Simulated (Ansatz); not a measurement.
Computed with Ansatz on PBE0-D4/def2-TZVP structures; ΔE is electronic, products minus reactants. CBS: MP2 limit from def2 TZ/QZ plus the TZ coupled-cluster correction, frozen cores. DFT in def2-TZVPP. B3LYP here is the variant with VWN-RPA as its local correlation; programs differ in this. Elements past krypton have def2 core potentials. For Sn outer-core shells are correlated without core-valence functions, which leaves a few kJ/mol of doubt a bond. Each species was taken in one conformer, which may not be the lowest.

`OC[CH2][SnH3]` + `CC(C)O[SiH3]` → `[SiH3][O][SnH3]` + `CC(C)CCO`  (formal exchange of groups at the Sn–C bond)

(1) Is it downhill or uphill in electronic energy at CCSD(T)/CBS, and by how much? (An estimate is asked.)

(2) What do these levels give: PBE-D4, ωB97X-V, B2PLYP, B3LYP, HF/def2-QZVPP, MP2/CBS(def2)? (Best estimate.)

Largest T1 diagnostic among the species: 0.013.

Answers

(1) Computed: Downhill: ΔE = -0.92 eV.

(2) The calculation gave: PBE-D4 -0.80, ωB97X-V -0.90, B2PLYP -0.90, B3LYP -0.85, HF/def2-QZVPP -0.98, MP2/CBS(def2) -0.96 eV.

From PBE to PBE0 (25 % exact exchange), in def2-TZVPP and without D4, ΔE moves by −0.04 eV.
